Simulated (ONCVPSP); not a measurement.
# Which change was made? (Pm, ONCV)

- Element: promethium (Pm)
- Generator: ONCVPSP 4.0.1
- Type: optimised norm-conserving Vanderbilt (ONCV)
- Functional: BLYP
- Relativity: scalar-relativistic
- Frozen core: [Kr] 4d10
- Valence charge: 15
- Reference configuration: 4f5 5s2 5p6 6s1 (charge +1)
- Partial waves: 5s+6s: rc 2.60 bohr, ncon 4, nbas 7, qcut 6 1/bohr, 2 projectors; 5p: rc 1.55 bohr, ncon 4, nbas 7, qcut 4.6 1/bohr, 2 projectors, debl 0.8 Ha; d scattering state at 0.31 Ha: rc 2.25 bohr, ncon 5, nbas 8, qcut 5.1 1/bohr, 2 projectors, debl 2.8 Ha; 4f: rc 0.90 bohr, ncon 4, nbas 9, qcut 16.4 1/bohr, 2 projectors, debl 0.9 Ha
- Local potential: polynomial inside 0.65 bohr (lpopt 5, dvloc0 0 Ha)
- Core correction: none

In the p channel the program set the typed energies aside and used -1.048, 0.250 Ha. In the d channel the program set the typed energies aside and used 0.050, 2.850 Ha.

Cutoffs, loose and tight: the cutoffs (Ha) at which the residual kinetic energy of the hardest occupied pseudo-wave falls to 1 and 0.1 mHa per electron. They do not see the model core or the augmentation charge, which bear on the density cutoff. Test errors are all-electron minus pseudo excitation energies from the reference, over the configurations 4f5 5s2 5p6 6s2; 4f5 5s2 5p6 6s0; 4f4 5s2 5p6 6s0; 4f4 5s2 5p6 5d1 6s1; variants that change the core or the reference have their own tests.

The base gives: outcome: generated, projector energies reset by the program; cutoff, loose: 124 Ha; cutoff, tight: 222 Ha; bound ghosts: s, p; GHOST(+) flags above zero: s, d; largest test error (meV): tests left out (the all-electron energies of this program are off by 10 to 40 meV for near-neutral 4f atoms).

(1) After one change the result is: outcome: generated, projector energies reset by the program; cutoff, loose: 101 Ha; cutoff, tight: 113 Ha; bound ghosts: s, p; GHOST(+) flags above zero: d; largest test error (meV): tests left out (the all-electron energies of this program are off by 10 to 40 meV for near-neutral 4f atoms). Which change was it?
A. all radii scaled by about 0.96 (s 2.50, p 1.50, d 2.18, f 0.86 bohr); local potential polynomial inside 0.62 bohr (lpopt 5, dvloc0 0 Ha)
B. all radii scaled by about 1.30 (s 3.38, p 2.02, d 2.92, f 1.16 bohr); local potential polynomial inside 0.84 bohr (lpopt 5, dvloc0 0 Ha)
C. all radii scaled by about 0.80 (s 2.08, p 1.24, d 1.80, f 0.72 bohr); local potential polynomial inside 0.52 bohr (lpopt 5, dvloc0 0 Ha)

## Answers

(1) B. The others give: all radii scaled by about 0.80 (s 2.08, p 1.24, d 1.80, f 0.72 bohr); local potential polynomial inside 0.52 bohr (lpopt 5, dvloc0 0 Ha) → outcome: generated, projector energies reset by the program; cutoff, loose: 594 Ha; cutoff, tight: 700 Ha; bound ghosts: s, p, d; GHOST(+) flags above zero: p, f; largest test error (meV): tests left out (the all-electron energies of this program are off by 10 to 40 meV for near-neutral 4f atoms) | all radii scaled by about 0.96 (s 2.50, p 1.50, d 2.18, f 0.86 bohr); local potential polynomial inside 0.62 bohr (lpopt 5, dvloc0 0 Ha) → outcome: generated, projector energies reset by the program; cutoff, loose: 131 Ha; cutoff, tight: 412 Ha; bound ghosts: s, p, d; GHOST(+) flags above zero: s; largest test error (meV): tests left out (the all-electron energies of this program are off by 10 to 40 meV for near-neutral 4f atoms).
